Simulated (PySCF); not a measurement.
# How methods differ on the excitation energy of Se

Se [Ar] 3d10 4s2 4p4 (3P) → Se [Ar] 3d10 4s1 4p4 4d1 (high-spin determinant), as a difference of total energies. Calculation: PySCF 2.14, in aug-cc-pVTZ-PP with ECP10MDF (6s5p4d2f, 55 functions); a scalar-relativistic core potential. Correlated levels: valence: 3s2 3p6 3d10 frozen. The calculations carry no spin-orbit coupling.

```json
{"method": "UHF", "excitation energy (eV)": "18.285"}
{"method": "MP2 (valence)", "excitation energy (eV)": "18.709"}
{"method": "SCS-MP2 (valence)", "excitation energy (eV)": "18.866"}
{"method": "CCSD (valence)", "excitation energy (eV)": "18.273"}
{"method": "CCSD(T) (valence)", "excitation energy (eV)": "18.090"}
```

How much does correlation contribute at CCSD(T) (valence)?

18.090 − (18.285) = -0.195 eV, measured against UHF.

The upper state lies above the first ionisation limit, where it may autoionise and the basis confines it.

The promoted electron is Rydberg-like, and one or two diffuse shells describe it only roughly, which tends to raise the upper state.

The coupled-cluster amplitudes are large for the upper state (T1 above 0.03 or a double amplitude above 0.15), so a single reference is strained.

The determinant of the upper state mixes LS terms, which raises its energy above the lowest term, most at the Hartree-Fock and MP2 levels.
